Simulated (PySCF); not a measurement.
Level of theory: M06-2X/def2-TZVP // PBE0-D3(BJ)/def2-TZVP in PySCF 2.14.0. All species are isolated molecules in the gas phase. Delta-SCF ions had no search for a lower state. Excitations are Tamm–Dancoff values on a coarser integration grid. The basis has no diffuse functions, so Rydberg states are missing or too high.

Reference species (SMILES): `C(S)#CC` (neutral, multiplicity 1).

- S1–T1 gap (TDA) = 0.23 eV
- vertical ionisation energy (Delta-SCF) = 8.86 eV
- HOMO–LUMO gap = 8.55 eV

Changed species: `C#CSC`.

### Question
What does the change do to the S1–T1 gap (TDA), vertical ionisation energy (Delta-SCF) and HOMO–LUMO gap?

### Answer
the S1–T1 gap (TDA) stays essentially unchanged; the vertical ionisation energy (Delta-SCF) hardly moves; the HOMO–LUMO gap decreases by 0.21 eV, to 8.34 eV.
